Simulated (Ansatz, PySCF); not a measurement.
Two conformers of C2H6OTe (SMILES CC[Te]O), B3LYP-D3(BJ)/def2-TZVP minima.
Conformer 1 (charge 0, multiplicity 1):
```xyz
10

C     -1.100    -0.554     0.054
C     -0.406     0.786    -0.122
Te     1.488     0.893     0.923
O      2.282    -0.686     0.009
H     -0.457    -1.371    -0.275
H     -1.359    -0.731     1.098
H     -2.019    -0.589    -0.538
H     -0.199     1.009    -1.168
H     -0.988     1.615     0.288
H      2.758    -0.373    -0.769
```
Conformer 2 (charge 0, multiplicity 1):
```xyz
10

C     -1.57545     0.01155    -0.20209
C     -0.11920    -0.35533     0.04753
Te     1.17840     1.31326    -0.43685
O      2.83995     0.49323     0.28586
H     -1.88670     0.85860     0.41202
H     -2.22661    -0.83088     0.04237
H     -1.75477     0.26863    -1.24829
H      0.19518    -1.19954    -0.56259
H      0.07166    -0.58083     1.09483
H      3.27754     0.02131    -0.43177
```

No zero-point or thermal terms.

Run with Ansatz (an electronic-structure program); PySCF for the dispersion terms. Each number belongs to the level named beside it. In def2 rows elements past Kr take small-core potentials, without spin–orbit coupling.

**Question.** What electronic energy of conformer 2 less that of conformer 1 does HF/def2-SVP give?

**Answer.** 40 meV
